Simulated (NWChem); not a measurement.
System: CHAuO; SMILES [O+]#[C-]->[AuH]

Output (shortened):

```
             Northwest Computational Chemistry Package (NWChem) 7.3.0
             --------------------------------------------------------

                             Geometry "geometry" -> ""
                             -------------------------

 Output coordinates in angstroms (scale by  1.889725989 to convert to a.u.)

  No.       Tag          Charge          X              Y              Z
 ---- ---------------- ---------- -------------- -------------- --------------
    1 Au                  79.0000    -0.19935500     0.35893400     0.00000000
    2 H                    1.0000    -0.39724000     1.95732600     0.00000000
    3 O                    8.0000     0.14777400    -2.73652900     0.00000000
    4 C                    6.0000     0.02681700    -1.61346700     0.00000000

 Effective nuclear repulsion energy (a.u.)     283.9332242010

                                 NWChem DFT Module
                                 -----------------

 Summary of "ao basis" -> "ao basis" (spherical)
 ------------------------------------------------------------------------------
       Tag                 Description            Shells   Functions and Types
 ---------------- ------------------------------  ------  ---------------------
 Au                         def2-svp                12       32   6s3p2d1f
 H                          def2-svp                 3        5   2s1p
 O                          def2-svp                 6       14   3s2p1d
 C                          def2-svp                 6       14   3s2p1d

            General Information
            -------------------
          SCF calculation type: DFT
          Wavefunction type:  closed shell.
          No. of atoms     :     4
          No. of electrons :    34
           Alpha electrons :    17
            Beta electrons :    17
          Charge           :     0
          Spin multiplicity:     1
          Use of symmetry is: off; symmetry adaption is: off
          Maximum number of iterations: 150
          AO basis - number of functions:    65
                     number of shells:    27
          Convergence on energy requested:  1.00D-06
          Convergence on density requested:  1.00D-05
          Convergence on gradient requested:  5.00D-04

              XC Information
              --------------
                     Hartree-Fock (Exact) Exchange  1.000
                   CAM-Becke88 Exchange Functional  1.000
                      VWN V Correlation Functional  0.190 local
              Lee-Yang-Parr Correlation Functional  0.810

           Range-Separation Parameters
           ---------------------------
           Alpha           :  0.19
           Beta            :  0.46
           Gamma           :  0.33
           Short-Range HF  :     F

             Grid Information
             ----------------
          Grid used for XC integration:  medium
          Radial quadrature: Mura-Knowles
          Angular quadrature: Lebedev.
          Tag              B.-S. Rad. Rad. Pts. Rad. Cut. Ang. Pts.
          ---              ---------- --------- --------- ---------
          Au                  1.35      123           8.0       590
          H                   0.35       45          10.0       434
          O                   0.60       49          12.0       434
          C                   0.70       49          10.0       434
          Grid pruning is: on
          Number of quadrature shells:   266
          Spatial weights used:  Erf1

      Superposition of Atomic Density Guess
      -------------------------------------

 Sum of atomic energies:        -265.25933605

      Non-variational initial energy
      ------------------------------

 Total energy =    -248.235326
 1-e energy   =    -563.159728
 2-e energy   =     228.206790
 HOMO         =      -0.369553
 LUMO         =      -0.010869

   convergence    iter        energy       DeltaE   RMS-Dens  Diis-err
 ---------------- ----- ----------------- --------- --------- ---------
 d= 0,ls=0.0,diis     1   -249.3683610702 -3.36D+02  2.01D-02  8.71D-01
 d= 0,ls=0.0,diis     2   -249.2706176330  9.77D-02  1.20D-02  2.22D+00
 d= 0,ls=0.0,diis     3   -249.4872860289 -2.17D-01  1.60D-03  8.08D-03
 d= 0,ls=0.0,diis     4   -249.4876486349 -3.63D-04  6.72D-04  5.96D-03
 d= 0,ls=0.0,diis     5   -249.4881383104 -4.90D-04  3.42D-04  7.80D-04
  Resetting Diis
 d= 0,ls=0.0,diis     6   -249.4882192448 -8.09D-05  6.09D-05  9.36D-06
 d= 0,ls=0.0,diis     7   -249.4882204410 -1.20D-06  3.39D-05  2.13D-06
 d= 0,ls=0.0,diis     8   -249.4882205219 -8.09D-08  1.25D-05  1.55D-06
 d= 0,ls=0.0,diis     9   -249.4882206632 -1.41D-07  3.85D-06  4.05D-08

         Total DFT energy =     -249.488220663189
      One electron energy =     -564.214528944138
           Coulomb energy =      254.959000027653
    Exchange-Corr. energy =      -26.950303926205
 Nuclear repulsion energy =       86.717612179501

 Numeric. integr. density =       33.999987308372

                       DFT Final Molecular Orbital Analysis
                       ------------------------------------

 Vector   15  Occ=2.000000D+00  E=-3.945805D-01
              MO Center= -2.0D-01,  3.6D-01,  6.1D-11, r^2= 8.4D-01
   Bfn.  Coefficient  Atom+Function         Bfn.  Coefficient  Atom+Function
  ----- ------------  ---------------      ----- ------------  ---------------
    19      0.880490  1 Au d  1              24      0.213748  1 Au d  1
    17     -0.102932  1 Au d -1

 Vector   16  Occ=2.000000D+00  E=-3.945804D-01
              MO Center= -2.0D-01,  3.6D-01,  1.5D-10, r^2= 8.4D-01
   Bfn.  Coefficient  Atom+Function         Bfn.  Coefficient  Atom+Function
  ----- ------------  ---------------      ----- ------------  ---------------
    18      0.767677  1 Au d  0              20     -0.431361  1 Au d  2
    23      0.186359  1 Au d  0              25     -0.104720  1 Au d  2
    16     -0.102257  1 Au d -2

 Vector   17  Occ=2.000000D+00  E=-3.302369D-01
              MO Center= -2.7D-01,  9.4D-01, -1.7D-09, r^2= 2.2D+00
   Bfn.  Coefficient  Atom+Function         Bfn.  Coefficient  Atom+Function
  ----- ------------  ---------------      ----- ------------  ---------------
     5      0.571503  1 Au s                  3     -0.436779  1 Au s
    20      0.338787  1 Au d  2               2      0.277543  1 Au s
     6      0.267691  1 Au s                 33      0.262342  2 H  s
    18      0.201804  1 Au d  0              34      0.181555  2 H  s
     8     -0.120236  1 Au py                 4     -0.117360  1 Au s

 Vector   18  Occ=0.000000D+00  E=-3.766011D-02
              MO Center= -3.3D-02, -1.1D+00,  1.1D-07, r^2= 3.7D+00
   Bfn.  Coefficient  Atom+Function         Bfn.  Coefficient  Atom+Function
  ----- ------------  ---------------      ----- ------------  ---------------
    15      0.444385  1 Au pz                57      0.443251  4 C  pz
    60      0.422551  4 C  pz                46     -0.355900  3 O  pz
    43     -0.346399  3 O  pz                17      0.242554  1 Au d -1
     9     -0.153274  1 Au pz                12      0.061431  1 Au pz
    22      0.039926  1 Au d -1              19      0.027866  1 Au d  1

 Vector   19  Occ=0.000000D+00  E=-3.765868D-02
              MO Center= -2.9D-02, -1.1D+00, -1.0D-07, r^2= 3.7D+00
   Bfn.  Coefficient  Atom+Function         Bfn.  Coefficient  Atom+Function
  ----- ------------  ---------------      ----- ------------  ---------------
    13      0.441375  1 Au px                55      0.440730  4 C  px
    58      0.420218  4 C  px                44     -0.353870  3 O  px
    41     -0.344420  3 O  px                16      0.237552  1 Au d -2
     7     -0.152049  1 Au px                10      0.060969  1 Au px
    20     -0.056394  1 Au d  2              14      0.051541  1 Au py

 Vector   20  Occ=0.000000D+00  E= 6.688190D-02
              MO Center= -1.2D-01, -1.2D-01,  2.8D-07, r^2= 6.3D+00
   Bfn.  Coefficient  Atom+Function         Bfn.  Coefficient  Atom+Function
  ----- ------------  ---------------      ----- ------------  ---------------
    13      0.939842  1 Au px                58     -0.445863  4 C  px
    55     -0.405595  4 C  px                44      0.253424  3 O  px
    41      0.209350  3 O  px                16     -0.158710  1 Au d -2
     7     -0.138953  1 Au px                14      0.105712  1 Au py
    59     -0.047958  4 C  py                56     -0.046489  4 C  py

     Multipole analysis of the density
     ---------------------------------

     L   x y z        total         alpha         beta         nuclear
     -   - - -        -----         -----         ----         -------
     0   0 0 0     -0.000000    -17.000000    -17.000000     34.000000

     1   1 0 0      0.136722      2.753559      2.753559     -5.370395
     1   0 1 0     -1.135407     20.971357     20.971357    -43.078122
     1   0 0 1      0.000000      0.000000      0.000000      0.000000

     2   2 0 0    -25.998074    -14.948691    -14.948691      3.899308
     2   1 1 0      0.525839     10.318664     10.318664    -20.111489
     2   1 0 1     -0.000000     -0.000000     -0.000000      0.000000
     2   0 2 0    -27.463519   -159.801407   -159.801407    292.139294
     2   0 1 1     -0.000000     -0.000000     -0.000000      0.000000
     2   0 0 2    -25.894096    -12.947048    -12.947048      0.000000

                                 NWChem DFT Module
                                 -----------------

            General Information
            -------------------
          SCF calculation type: DFT
          Wavefunction type:  spin polarized.
          No. of atoms     :     4
          No. of electrons :    33
           Alpha electrons :    17
            Beta electrons :    16
          Charge           :     1
          Spin multiplicity:     2
          Use of symmetry is: off; symmetry adaption is: off
          Maximum number of iterations: 150
          This is a Direct SCF calculation.
          AO basis - number of functions:    65
                     number of shells:    27
          Convergence on energy requested:  1.00D-06
          Convergence on density requested:  1.00D-05
          Convergence on gradient requested:  5.00D-04

              XC Information
              --------------
                     Hartree-Fock (Exact) Exchange  1.000
                   CAM-Becke88 Exchange Functional  1.000
                      VWN V Correlation Functional  0.190 local
              Lee-Yang-Parr Correlation Functional  0.810

           Range-Separation Parameters
           ---------------------------
           Alpha           :  0.19
           Beta            :  0.46
           Gamma           :  0.33
           Short-Range HF  :     F

             Grid Information
             ----------------
          Grid used for XC integration:  medium
          Radial quadrature: Mura-Knowles
          Angular quadrature: Lebedev.
          Tag              B.-S. Rad. Rad. Pts. Rad. Cut. Ang. Pts.
          ---              ---------- --------- --------- ---------
          Au                  1.35      123           8.0       590
          H                   0.35       45          10.0       434
          O                   0.60       49          12.0       434
          C                   0.70       49          10.0       434
          Grid pruning is: on
          Number of quadrature shells:   266
          Spatial weights used:  Erf1

      Superposition of Atomic Density Guess
      -------------------------------------

 Sum of atomic energies:        -265.25933605

 Renormalizing density from      34.00 to     33

      Non-variational initial energy
      ------------------------------

 Total energy =    -244.898322
 1-e energy   =    -546.596207
 2-e energy   =     214.980272
 HOMO         =      -0.650588
 LUMO         =      -0.328675

   convergence    iter        energy       DeltaE   RMS-Dens  Diis-err
 ---------------- ----- ----------------- --------- --------- ---------
 d= 0,ls=0.0,diis     1   -248.8515765546 -3.36D+02  1.51D-02  4.83D-01
                                                     1.68D-02  4.30D-01
 d= 0,ls=0.0,diis     2   -248.6435883426  2.08D-01  8.34D-03  1.26D+00
                                                     7.83D-03  1.23D+00
 d= 0,ls=0.0,diis     3   -249.1097726438 -4.66D-01  1.91D-03  1.74D-02
                                                     1.56D-03  1.71D-02
 d= 0,ls=0.0,diis     4   -249.1144841838 -4.71D-03  7.17D-04  8.21D-03
                                                     1.25D-03  8.31D-03
 d= 0,ls=0.0,diis     5   -249.1183346680 -3.85D-03  4.39D-04  1.79D-04
                                                     8.12D-04  1.96D-04
  Resetting Diis
 d= 0,ls=0.0,diis     6   -249.1188173040 -4.83D-04  2.13D-04  9.02D-05
                                                     4.16D-04  7.33D-05
 d= 0,ls=0.0,diis     7   -249.1189811642 -1.64D-04  1.75D-04  3.05D-05
                                                     2.19D-04  2.38D-05
 d= 0,ls=0.0,diis     8   -249.1190486393 -6.75D-05  6.03D-05  9.62D-06
                                                     1.41D-04  1.72D-05
 d= 0,ls=0.0,diis     9   -249.1190773587 -2.87D-05  1.80D-04  1.44D-05
                                                     2.84D-04  1.17D-05
 d= 0,ls=0.0,diis    10   -249.1191183123 -4.10D-05  1.27D-04  7.14D-06
                                                     1.85D-04  5.62D-06
 d= 0,ls=0.0,diis    11   -249.1191286186 -1.03D-05  6.52D-06  3.75D-08
                                                     8.65D-06  6.88D-08
 d= 0,ls=0.0,diis    12   -249.1191287059 -8.73D-08  6.64D-06  1.78D-08
                                                     5.30D-06  1.04D-08

         Total DFT energy =     -249.119128705931
      One electron energy =     -555.578768540873
           Coulomb energy =      246.429666491864
    Exchange-Corr. energy =      -26.687638836423
 Nuclear repulsion energy =       86.717612179501

 Numeric. integr. density =       32.999988434983

                    DFT Final Alpha Molecular Orbital Analysis
                    ------------------------------------------

 Vector   15  Occ=1.000000D+00  E=-6.896485D-01
              MO Center= -2.0D-01,  3.6D-01,  3.9D-12, r^2= 8.2D-01
   Bfn.  Coefficient  Atom+Function         Bfn.  Coefficient  Atom+Function
  ----- ------------  ---------------      ----- ------------  ---------------
    19      0.891325  1 Au d  1              24      0.196183  1 Au d  1
    17     -0.103370  1 Au d -1

 Vector   16  Occ=1.000000D+00  E=-6.896484D-01
              MO Center= -2.0D-01,  3.6D-01,  4.2D-12, r^2= 8.2D-01
   Bfn.  Coefficient  Atom+Function         Bfn.  Coefficient  Atom+Function
  ----- ------------  ---------------      ----- ------------  ---------------
    18      0.776922  1 Au d  0              20     -0.437019  1 Au d  2
    23      0.170993  1 Au d  0              16     -0.102720  1 Au d -2
    25     -0.096204  1 Au d  2

 Vector   17  Occ=1.000000D+00  E=-6.238342D-01
              MO Center= -2.6D-01,  8.3D-01,  4.5D-10, r^2= 1.8D+00
   Bfn.  Coefficient  Atom+Function         Bfn.  Coefficient  Atom+Function
  ----- ------------  ---------------      ----- ------------  ---------------
     5      0.693777  1 Au s                  3     -0.452543  1 Au s
    20      0.419026  1 Au d  2               2      0.287844  1 Au s
    33      0.273814  2 H  s                 18      0.249432  1 Au d  0
    34      0.165847  2 H  s                  4     -0.131057  1 Au s
     6      0.119488  1 Au s                  1     -0.112731  1 Au s

[...]
```

Level: CAM-B3LYP/def2-SVP with def2 effective core potentials on Au, vertical spin-unrestricted ions. The geometry was optimised at PBE0/def2-SVP. No frequency run checked for a minimum. def2 effective core potentials on Au; no spin-orbit coupling.

Task: Which NWChem input produces such a log?

Result: Several could match; the one computed here: the input that was run:
```
start job
memory heap 200 mb stack 900 mb global 1100 mb
geometry units angstroms noautosym nocenter noautoz
  Au    -0.199355     0.358934     0.000000
  H     -0.397240     1.957326     0.000000
  O      0.147774    -2.736529     0.000000
  C      0.026817    -1.613467     0.000000
end
basis spherical
  * library def2-svp
end
ecp
  Au library def2-ecp
end
dft
  xc xcamb88 1.00 lyp 0.81 vwn_5 0.19 hfexch 1.00
  cam 0.33 cam_alpha 0.19 cam_beta 0.46
  iterations 150
  vectors input atomic output neutral.movecs
end
task dft energy
charge 1
dft
  odft
  mult 2
  vectors input atomic output cation.movecs
end
task dft energy
```
